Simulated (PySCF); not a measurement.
# How the method moves the HOMO and LUMO of `CC1C[SiH2]C1`

Species: C₄H₁₀Si.
Z-matrix (Å and degrees, PBE0-D3(BJ)/def2-SVP geometry), rows numbered from 1:
```
C 
C   1  1.5176
C   2  1.5559  1  116.16
Si  3  1.8938  2   86.92  1   149.24
C   2  1.5565  1  116.17  3   117.36
H   1  1.1018  2  111.32  3    60.41
H   1  1.1026  2  110.57  3   -59.31
H   1  1.1018  2  111.36  3  -179.06
H   2  1.1053  1  108.62  3  -121.36
H   3  1.0991  2  116.57  1   -85.34
H   3  1.1039  2  110.30  1    38.81
H   4  1.4962  3  113.72  2    91.70
H   4  1.4967  3  120.07  2  -137.23
H   5  1.0991  2  116.50  1    85.61
H   5  1.1038  2  110.35  1   -38.56
```

Basis pcSseg-1 throughout (PySCF), one geometry. Isolated species at its PBE0-D3(BJ)/def2-SVP geometry (one conformer only).

Q: How do the orbital energies, the gap and the dipole change with the method?

A: 
| method | kind | HOMO (eV) | LUMO (eV) | gap (eV) | μ (D) | SCF cycles |
| --- | --- | --- | --- | --- | --- | --- |
| BLYP | GGA | -6.50 | -0.02 | 6.49 | 0.53 | 13 |
| B97-D | GGA | -6.61 | 0.00 | 6.61 | 0.54 | 13 |
| OPBE | GGA | -6.61 | 0.04 | 6.66 | 0.61 | 14 |
| PBE | GGA | -6.64 | -0.15 | 6.49 | 0.59 | 13 |
| KT2 | GGA | -6.70 | -0.26 | 6.44 | 0.54 | 14 |
| KT3 | GGA | -6.73 | -0.17 | 6.56 | 0.51 | 14 |
| BP86 | GGA | -6.74 | -0.19 | 6.54 | 0.58 | 13 |
| LDA | LDA | -6.74 | -0.35 | 6.39 | 0.60 | 13 |
| B97-2 | global hybrid | -7.62 | 0.71 | 8.33 | 0.49 | 11 |
| B3LYP | global hybrid | -7.66 | 0.49 | 8.14 | 0.46 | 12 |
| PBE0 | global hybrid | -7.87 | 0.69 | 8.56 | 0.50 | 12 |
| mPW1PW91 | global hybrid | -7.90 | 0.72 | 8.62 | 0.48 | 12 |
| BHandHLYP | global hybrid | -9.01 | 1.57 | 10.58 | 0.37 | 12 |
| CAM-B3LYP | range-separated hybrid | -9.21 | 1.71 | 10.92 | 0.40 | 12 |
| wB97X-D | range-separated hybrid | -9.71 | 2.46 | 12.17 | 0.43 | 12 |
| LC-wPBE | range-separated hybrid | -10.56 | 2.88 | 13.44 | 0.39 | 11 |
| HF | Hartree–Fock | -10.80 | 3.80 | 14.60 | 0.29 | 9 |

The HOMO spans 4.29 eV, from BLYP down to HF, and the gap runs from 6.39 eV (LDA) to 14.60 eV (HF). Over the methods BLYP (0 %), B97-D (0 %), OPBE (0 %), PBE (0 %), KT2 (0 %), KT3 (0 %), BP86 (0 %), LDA (0 %), B97-2 (21 %), B3LYP (20 %), PBE0 (25 %), mPW1PW91 (25 %), BHandHLYP (50 %), HF (100 %), a straight line through the gap against the share of exact exchange rises by 0.81 eV for each 10 % (correlation coefficient 0.999). The dipole ranges from 0.29 D (HF) to 0.61 D (OPBE). This basis has no diffuse functions.
